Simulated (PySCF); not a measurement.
## Diatomics of C with group 13

PBE0 with double-zeta basis sets in PySCF, for the lowest determinant that a PBE0 search found; no spin–orbit coupling. De refers to high-spin ground-configuration atoms. A positive dipole means M(−)C(+).

```json
{"M": "B", "basis": "cc-pVDZ", "state (unpaired electrons)": "quartet (σ ↑, π ↑↑)", "Re (Å)": "1.492", "ωe (cm⁻¹)": "1198", "De (eV)": "4.64", "μ (D)": "-1.31"}
{"M": "Al", "basis": "def2-SVPD", "state (unpaired electrons)": "quartet (σ ↑, π ↑↑)", "Re (Å)": "1.973", "ωe (cm⁻¹)": "641", "De (eV)": "3.60", "μ (D)": "-1.70"}
{"M": "Ga", "basis": "def2-SVP", "state (unpaired electrons)": "quartet (σ ↑, π ↑↑)", "Re (Å)": "2.001", "ωe (cm⁻¹)": "556", "De (eV)": "3.34", "μ (D)": "-1.88"}
{"M": "In", "basis": "x2c-SVPall", "state (unpaired electrons)": "quartet (σ ↑, π ↑↑)", "Re (Å)": "2.204", "ωe (cm⁻¹)": "488", "De (eV)": "3.00", "μ (D)": "-2.61"}
{"M": "Tl", "basis": "def2-SVP", "state (unpaired electrons)": "quartet (σ ↑, π ↑↑)", "Re (Å)": "2.296", "ωe (cm⁻¹)": "428", "De (eV)": "2.75", "μ (D)": "-3.21"}
```

The shortest bond is that of BC (1.492 Å), the longest that of TlC (2.296 Å).

The rows differ in basis set, which adds steps of its own.

Down a group the atoms grow and get heavier, so bonds lengthen and wavenumbers fall; this series shows no clear exception.

Spin–orbit coupling is left out, which matters for elements this heavy, above all for dissociation energies. States were picked by a PBE0 search and need not be the measured ground states.
